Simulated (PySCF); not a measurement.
Computed shifts of a molecule C₃H₈N₂Si, PySCF with B3LYP/pcSseg-1, GIAO, gas phase, atoms alike by connectivity averaged where their shifts nearly agree, in ppm (number of nuclei): ¹³C: 85.9 (1), 71.9 (1), 13.4 (1). ²⁹Si: -29.9 (1). ¹⁵N: 25.7 (2). ¹H: 5.12 (1), 1.88 (1), 1.79 (1), 1.65 (1), 1.38 (1), 0.72 (1), 0.68 (1), 0.60 (1). References: ¹³C against TMS (σ = 181.3 ppm); ²⁹Si against TMS (σ = 338.7 ppm); ¹⁵N against NH3 (σ = 265.5 ppm); ¹H against TMS (σ = 31.68 ppm), references at their B3LYP-D3(BJ)/def2-TZVP geometries, non-relativistic. The structure is a stationary point at B3LYP-D3(BJ)/def2-SVP. Other conformers were not sampled.

**Question.** Which molecule gave these data?
A. C#CC[SiH](N)N
B. CC1=NC[Si@H]1N
C. N[C@@H]1CN=C1[SiH3]
D. C#C[Si@H](N)NC

**Answer.** A, C#CC[SiH](N)N
